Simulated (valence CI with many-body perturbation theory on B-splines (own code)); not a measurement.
Pt XXXVII: calculated level list

Method: valence CI with perturbative core correlation (CI+MBPT): six valence electrons over a frozen Dirac-Fock core [Kr], radial functions for each j: 7 s, 7 p, 8 d, 6 f, 4 g, 1 h, with the one-electron correlation potential Σ1, the two-electron term Σ2, the three-electron term Σ3, Breit, model QED; selected CI, second order for the rest, scaled by the run's own slope (own B-spline code, finite nucleus).

No measured spectrum was set against this ion. As an estimate, large intervals hold to a few tenths of a per cent, small ones and those within an open d or f shell to about a per cent. Core correlation moves these levels by up to 9300 cm⁻¹, and in measured spectra 5 to 20 % of such shifts remained as error; rates that hang on mixing are uncertain with them. Among the levels kept, up to 720 cm⁻¹ of a level comes from second order outside the variational space, and about a tenth of that is noise between levels of different J, which matters for small intervals. Only levels of the ground parity were solved; by the run's estimate the other parity begins above the list, which can be wrong where configurations are misplaced.

Levels 1 to 34 of 34, with energies above the lowest level, (4d3/2^4 4d5/2^2) J=4. "Leading %" is the weight of the configuration and term that name the level; weights of strongly mixed levels are sums over their largest components and can fall short. In the jj column 3d3/2^4 stands for four electrons in 3d with j = 3/2.

```
No.  Configuration  Term  J  E (cm⁻¹)  Leading %  Second component      g              Leading jj
  1            4d6    3F  4         0         40       33 % 4d6 5D  1.259  4d3/2^4 4d5/2^2 (96 %)
  2            4d6    3P  2     23434         40       21 % 4d6 3D  1.280  4d3/2^4 4d5/2^2 (96 %)
  3            4d6    3P  0     79243         52       29 % 4d6 1S         4d3/2^4 4d5/2^2 (89 %)
  4            4d6    5D  3    160400         65       22 % 4d6 3F  1.364  4d3/2^3 4d5/2^3 (96 %)
  5            4d6    5D  4    167970         43       23 % 4d6 3H  1.176  4d3/2^3 4d5/2^3 (95 %)
  6            4d6    5D  1    175910         50       30 % 4d6 3P  1.297  4d3/2^3 4d5/2^3 (96 %)
  7            4d6    3G  5    195220         60       39 % 4d6 3H  1.130  4d3/2^3 4d5/2^3 (99 %)
  8            4d6    3H  6    197550         67       32 % 4d6 1I  1.108  4d3/2^3 4d5/2^3 (99 %)
  9            4d6    3F  2    214570         48       23 % 4d6 1D  0.974  4d3/2^3 4d5/2^3 (96 %)
 10            4d6    3D  3    219750         30       28 % 4d6 3G  1.057  4d3/2^3 4d5/2^3 (97 %)
 11            4d6    3P  0    247180         70       24 % 4d6 1S         4d3/2^3 4d5/2^3 (87 %)
 12            4d6    3P  1    260200         62       31 % 4d6 3D  1.184  4d3/2^3 4d5/2^3 (96 %)
 13            4d6    3D  2    262060         34       20 % 4d6 3F  1.126  4d3/2^3 4d5/2^3 (89 %)
 14            4d6    1G  4    263500         41       29 % 4d6 3G  1.049  4d3/2^3 4d5/2^3 (94 %)
 15            4d6    3F  3    270170         55       37 % 4d6 1F  1.065  4d3/2^3 4d5/2^3 (99 %)
 16            4d6    5D  2    343300         60       29 % 4d6 3P  1.443  4d3/2^2 4d5/2^4 (95 %)
 17            4d6    5D  0    353990         61       38 % 4d6 1S         4d3/2^2 4d5/2^4 (95 %)
 18            4d6    3H  4    365890         41       38 % 4d6 3F  1.099  4d3/2^2 4d5/2^4 (98 %)
 19            4d6    5D  3    374530         28       25 % 4d6 3D  1.202  4d3/2^2 4d5/2^4 (93 %)
 20            4d6    3H  5    380320         60       39 % 4d6 3G  1.095  4d3/2^2 4d5/2^4 (99 %)
 21            4d6    1I  6    393980         67       32 % 4d6 3H  1.050  4d3/2^2 4d5/2^4 (99 %)
 22            4d6    3F  3    398470         42       41 % 4d6 3G  0.970  4d3/2^2 4d5/2^4 (98 %)
 23            4d6    3D  1    405610         48       44 % 4d6 3P  1.007  4d3/2^2 4d5/2^4 (94 %)
 24            4d6    1G  4    416240         52       29 % 4d6 3G  1.049  4d3/2^2 4d5/2^4 (95 %)
 25            4d6    3F  2    417800         34       31 % 4d6 3P  1.050  4d3/2^2 4d5/2^4 (95 %)
 26            4d6    3F  2    454790         67       18 % 4d6 3P  0.878  4d3/2^2 4d5/2^4 (97 %)
 27            4d6    3F  4    468590         62       32 % 4d6 1G  1.158  4d3/2^2 4d5/2^4 (97 %)
 28            4d6    1D  2    524150         79        8 % 4d6 3P  1.023  4d3/2^2 4d5/2^4 (95 %)
 29            4d6    3P  1    548790         63       36 % 4d6 5D  1.497    4d3/2 4d5/2^5 (98 %)
 30            4d6    1S  0    577190         78       19 % 4d6 3P         4d3/2^2 4d5/2^4 (90 %)
 31            4d6    1G  4    592300         40       22 % 4d6 3F  1.030    4d3/2 4d5/2^5 (96 %)
 32            4d6    3P  2    608070         33       26 % 4d6 1D  1.191    4d3/2 4d5/2^5 (95 %)
 33            4d6    3F  3    614230         39       25 % 4d6 1F  1.066    4d3/2 4d5/2^5 (96 %)
 34            4d6    3P  0    778240         58       29 % 4d6 1S                 4d5/2^6 (94 %)
```

The ionisation energy to 4d5 4P_5/2 of the next ion comes out as 1625.4 eV (NIST: 1624 ± 5 eV (theoretical)). All 34 levels together are meant to be complete up to 808280 cm⁻¹.
